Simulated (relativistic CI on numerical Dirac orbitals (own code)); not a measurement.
# Pt⁴⁴⁺: sensitivity of the levels to the model

Base calculation: Dirac-Coulomb-Breit CI, orbitals from a KLI potential per configuration, model QED, unscaled Slater integrals.

CI space (outside the closed core [Ar] 3d10): 4s2 4p4, 4s 4p5, 4s2 4p3 4d, 4p6, 4s 4p4 4d, 4s2 4p3 4f, 4s 4p4 4f, 4p5 4d, 4s 4p3 4d2, 4s2 4p2 4d 4f, 4p5 4f, 4p4 4d 4f, 4s 4p3 4f2, 4s2 4p3 5s, 4p5 5s, 4s2 4p3 5p, 4s 4p3 4d 5s, 4s2 4p2 4f 5s, 4s 4p4 5s, 4s2 4p3 5d, 4s 4p4 5p, 4s2 4p3 5f, 4s2 4p3 5g, 4s 4p4 5d, 4p4 4f 5s, 4s 4p4 5f, 4s2 4p3 6s, 4s2 4p2 4d2, 4s2 4p 4d3, 4s 4p2 4d3, 4s2 4p 4d2 4f, 4s 4p2 4d2 4f, 4s2 4p 4d2 5s, 4p4 4d2, 4p3 4d3, 4p3 4d2 4f, 4p3 4d2 5s, 4s2 4p2 4d 5s, 4s 4p2 4d2 5s, 4s2 4p 4d 4f 5s, 4s 4p2 4d 4f 5s, 4s2 4p 4d 5s2, 4p4 4d 5s, 4p3 4d 4f 5s, 4p3 4d 5s2, 4s2 4p2 5s2, 4s 4p2 4d 5s2, 4s2 4p 4f 5s2, 4s 4p2 4f 5s2. Double excitations out of closed p, d and f shells are left out; levels of such configurations are missing from the list, as are those of other unlisted configurations, and high levels can miss mixing partners. These lack a partner that the ground configuration has and come out too high: 4s2 4p3 5p, 4s2 4p3 5d, 4s 4p4 5p, 4s2 4p3 5f, 4s2 4p3 5g.

Variants: (1) Breit term removed; (2) only the first 3 configurations. Shifts of the energy above 4s2 4p4 3P_2, in cm⁻¹, for the lowest level and the first level of each name with at least 55 % of one term (blank where a level changes its place among those of its configuration and J or its character, or is not in the variant):

```
           Level     Base    Δ(1)    Δ(2)
    4s2 4p4 3P_2        0       0       0
    4s2 4p4 1S_0    80236    -455   +2693
    4s2 4p4 3P_1   988987  +10110   +4263
    4s2 4p4 1D_2  1028780  +10607   +7051
4s2 4p3 4d 3P°_0  1374165   +3532    +948
    4s 4p5 3P°_2  1910424   +2319   +3303
    4s2 4p4 3P_0  2049761  +20310  +14397
4s2 4p3 4d 3G°_5  2580069  +20865   +4222
4s2 4p2 4d2 3P_0  2822786   +7762        
    4s 4p5 3P°_0  2931049  +12661  +12033
```

At this charge energies of transitions that change n are usually good to better than 1 %, and those within a shell (Δn = 0) to a few per cent.

Ionisation energy from the two ground configurations alone: base 2291.14 eV; Breit term removed 2293.19 eV. The NIST ASD value (theoretical) is 2291 eV.

LS names give the leading component of a level, which can be under half, so a name can repeat, a term be missing and a line seem to break the LS rules.
